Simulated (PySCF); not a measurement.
System: sum formula SiPH$_{4}$, net charge 0, doublet state. It need not be the lowest isomer of its formula. SMILES: [SiH2]P
Geometry from a B3LYP-D3(BJ)/def2-TZVP (Ansatz) optimisation:
```
Si
H 1 1.4892
H 1 1.4892 2 108.42
P 1 2.2575 2 108.18 3 -117.10
H 4 1.4177 1 96.32 2 -73.60
H 4 1.4177 5 94.78 1 96.92
```
Charge 0, spin multiplicity 2.

Dispersion corrections to the total energy (kcal/mol) from the dftd3 and dftd4 libraries through PySCF: D3(BJ) without and D4 with the three-body term, each with the damping fitted for the functional named.

```csv
functional,D3(BJ),D4
revPBE,-6.76,-7.63
BHLYP,?,-3.52
r2SCAN,?,-0.57
CAM-B3LYP,-2.36,-2.22
PBE,-2.74,-2.61
TPSS,-3.54,?
TPSSh,-3.27,-3.15
```

Question: Some entries are withheld; supply them.

Answer: 
- BHLYP, D3(BJ): -4.43
- r2SCAN, D3(BJ): -0.71
- TPSS, D4: -3.51
